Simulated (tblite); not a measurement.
Species: C₅H₁₅ClGeSi.
SMILES with atom numbers: `[CH3:1][GeH2:2][Si:3]([CH3:4])([CH3:5])[CH2:6][CH2:7][Cl:8]` (hydrogens: H9, H10, H11 on C1; H12, H13 on Ge2; H14, H15, H16 on C4; H17, H18, H19 on C5; H20, H21 on C6; H22, H23 on C7)

Computed with GFN2-xTB (tblite), gas phase: L-BFGS steps from a force-field or distance-geometry start until the largest atomic force falls under 0.01 eV/Å.

Step 64: E = -722.1664 eV
```
atom  x, y, z in Å  |  force x, y, z in eV/Å
C1      2.6009    0.0383   -1.4509    0.028  -0.004  -0.015
Ge2     1.8737   -0.0768    0.3854   -0.084   0.010   0.011
Si3    -0.4551   -0.4977    0.5538    0.000  -0.009   0.012
C4     -1.0812    0.2374    2.1987   -0.004   0.010  -0.002
C5     -0.8801   -2.3549    0.5179    0.000  -0.002  -0.013
C6     -1.3488    0.3696   -0.9152    0.014  -0.006   0.033
C7     -0.9706    1.8299   -0.9787   -0.011  -0.015   0.001
Cl8    -1.6933    2.6512   -2.4028   -0.003  -0.036  -0.010
H9      2.9987   -0.9182   -1.7753    0.003  -0.038  -0.001
H10     1.8382    0.3354   -2.1660   -0.022   0.014   0.030
H11     3.4022    0.7696   -1.4983    0.049  -0.007  -0.014
H12     2.1923    1.2432    1.0530    0.036   0.004   0.013
H13     2.7411   -1.0376    1.1701   -0.002   0.037  -0.048
H14    -0.8304    1.2913    2.2767   -0.013   0.011   0.001
H15    -0.6164   -0.2677    3.0409   -0.010  -0.004  -0.010
H16    -2.1572    0.1376    2.3056   -0.004   0.013   0.007
H17    -0.3899   -2.8740    1.3361    0.010   0.009  -0.014
H18    -0.5550   -2.8179   -0.4086   -0.006  -0.017  -0.006
H19    -1.9481   -2.5218    0.6171   -0.001  -0.005  -0.019
H20    -1.0755   -0.1206   -1.8517    0.015   0.035   0.028
H21    -2.4305    0.2725   -0.8169    0.027   0.025   0.003
H22    -1.3294    2.3771   -0.1080    0.007  -0.023   0.002
H23     0.1096    1.9614   -1.0731   -0.030  -0.003   0.010
```

Step 65: E = -722.1674 eV
```
atom  x, y, z in Å  |  force x, y, z in eV/Å
C1      2.5978    0.0378   -1.4535    0.031   0.000  -0.022
Ge2     1.8731   -0.0731    0.3826   -0.129   0.016   0.013
Si3    -0.4564   -0.5003    0.5555    0.025   0.007  -0.014
C4     -1.0820    0.2368    2.1989   -0.005   0.014   0.011
C5     -0.8821   -2.3563    0.5190    0.001  -0.022  -0.014
C6     -1.3448    0.3671   -0.9163    0.003   0.009   0.024
C7     -0.9678    1.8285   -0.9738   -0.002  -0.025   0.008
Cl8    -1.6807    2.6514   -2.4023    0.004  -0.037   0.008
H9      2.9824   -0.9228   -1.7818    0.000  -0.040  -0.005
H10     1.8362    0.3475   -2.1642   -0.021   0.010   0.020
H11     3.4082    0.7590   -1.5023    0.049  -0.008  -0.009
H12     2.1825    1.2521    1.0420    0.041   0.017   0.020
H13     2.7442   -1.0225    1.1721    0.019   0.015  -0.032
H14    -0.8305    1.2907    2.2769   -0.007   0.003   0.002
H15    -0.6176   -0.2698    3.0404   -0.008   0.003  -0.006
H16    -2.1579    0.1387    2.3074   -0.010   0.009   0.002
H17    -0.3925   -2.8746    1.3378    0.008   0.004  -0.002
H18    -0.5567   -2.8222   -0.4057    0.001  -0.009  -0.017
H19    -1.9501   -2.5231    0.6165   -0.008  -0.003  -0.010
H20    -1.0632   -0.1195   -1.8527    0.001   0.036   0.040
H21    -2.4277    0.2694   -0.8251    0.051   0.020  -0.003
H22    -1.3328    2.3717   -0.1026    0.005  -0.018  -0.018
H23     0.1137    1.9606   -1.0588   -0.049   0.000   0.005
```

**Question.** Estimate the geometry and energy of step 66. (The exact step hangs on the optimiser's Hessian estimate; all steps are aligned on step 65, rigid shifts and turns removed.)

**Answer.** E = -722.1686 eV, largest force 0.143 eV/Å
```
atom  x, y, z in Å  |  force x, y, z in eV/Å
C1      2.5957    0.0367   -1.4563    0.021   0.004  -0.015
Ge2     1.8700   -0.0692    0.3794   -0.141   0.026   0.001
Si3    -0.4586   -0.5021    0.5591    0.039   0.023  -0.039
C4     -1.0837    0.2384    2.2006   -0.008   0.015   0.021
C5     -0.8832   -2.3570    0.5181    0.002  -0.039  -0.012
C6     -1.3409    0.3638   -0.9159   -0.009   0.023   0.011
C7     -0.9657    1.8255   -0.9683    0.007  -0.028   0.016
Cl8    -1.6691    2.6490   -2.4012    0.007  -0.035   0.021
H9      2.9648   -0.9285   -1.7883   -0.005  -0.040  -0.012
H10     1.8350    0.3611   -2.1611   -0.016   0.005   0.001
H11     3.4165    0.7461   -1.5065    0.045  -0.011   0.001
H12     2.1743    1.2597    1.0302    0.043   0.035   0.030
H13     2.7451   -1.0071    1.1726    0.042  -0.014  -0.010
H14    -0.8309    1.2923    2.2775    0.001  -0.008   0.004
H15    -0.6198   -0.2699    3.0413   -0.005   0.013   0.000
H16    -2.1595    0.1430    2.3116   -0.016   0.003  -0.007
H17    -0.3931   -2.8753    1.3361    0.002  -0.007   0.013
H18    -0.5567   -2.8232   -0.4058    0.010  -0.002  -0.032
H19    -1.9509   -2.5255    0.6124   -0.015  -0.002   0.003
H20    -1.0496   -0.1193   -1.8512   -0.013   0.026   0.042
H21    -2.4248    0.2660   -0.8334    0.062   0.008  -0.006
H22    -1.3360    2.3646   -0.0970   -0.007  -0.002  -0.027
H23     0.1164    1.9581   -1.0439   -0.047   0.007  -0.005
```

The energy changes by -0.0012 eV. The first-order estimate −F·Δx gives -0.0017 eV and the mean of the old and new forces, exact on a quadratic surface, -0.0013 eV. The step makes an angle of 80° with the force vector and moves no atom by more than 0.020 Å.

The cost below is that of the whole relaxation. On one thread, Arm Neoverse V1 (aarch64), shared host with 32 logical CPUs at a one-minute load of 35, this took 1.5 s.
